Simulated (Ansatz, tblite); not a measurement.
Removing and adding an electron: Al₄H (the lowest doublet isomer of a short search). Total charge 0; doublet. Geometry: PBE0-D4/def2-SVP. Ansatz, gas phase; energy differences of separate SCF runs; the oxidised species is a triplet (the singlet lies 0.30 eV higher at PBE0-D4/def2-TZVP); the reduced species is a singlet (the triplet lies 0.80 eV higher at PBE0-D4/def2-TZVPD).

Cartesian coordinates in Å:
```
Al -0.0345 1.2006 -1.5533
Al -0.0476 -1.1374 1.5998
Al -1.4200 -0.7914 -0.5927
Al 0.9154 1.1774 0.8767
H 0.5867 -0.4491 -0.3305
```

The xTB rows come from tblite. In the doublet geometry the species has come apart into loosely held pieces. In the triplet geometry the species has come apart into loosely held pieces. In the singlet geometry the species has come apart into loosely held pieces. The structure comes from a short search, and lower isomers may exist.

```csv
level,−HOMO (eV),vertical IE (eV),−LUMO (eV),vertical EA (eV),HOMO–LUMO gap (eV),IE − EA (eV),remarks
PBE-D4/def2-TZVP,4.27,6.51,3.94,–,0.33,–,–
PBE-D4/def2-TZVPD,4.26,–,3.94,2.01,0.33,–,restricted SCF unstable in HF (-1 singlet)
r2SCAN-D4/def2-TZVP,4.46,6.59,3.73,–,0.73,–,–
r2SCAN-D4/def2-TZVPD,4.44,–,3.71,1.98,0.73,–,restricted SCF unstable in HF (-1 singlet)
```

Estimate the rows for GFN1-xTB, GFN2-xTB, PBE0-D4/def2-TZVP, PBE0-D4/def2-TZVPD.


```csv
level,−HOMO (eV),vertical IE (eV),−LUMO (eV),vertical EA (eV),HOMO–LUMO gap (eV),IE − EA (eV),remarks
GFN1-xTB,–,8.74,–,4.08,–,4.66,–
GFN2-xTB,–,9.50,–,3.40,–,6.10,–
PBE0-D4/def2-TZVP,4.99,6.54,3.26,–,1.73,–,–
PBE0-D4/def2-TZVPD,4.98,–,3.25,1.97,1.73,–,restricted SCF unstable in HF (-1 singlet)
```

Run but left out: HF/def2-TZVPD, MP2/def2-TZVPD, CCSD/def2-TZVPD, CCSD(T)/def2-TZVPD (doublet: ⟨S²⟩ 1.61, where a pure state has 0.75).   HOMO and LUMO are the levels of the spin that leaves or enters (xTB has no such levels and no spin-polarisation term). Other spin states of the ions may lie lower, which would lower the ionisation energy or raise the affinity. Raw xTB energy differences between charge states are shifted by several eV; the methods need an empirical correction for them.
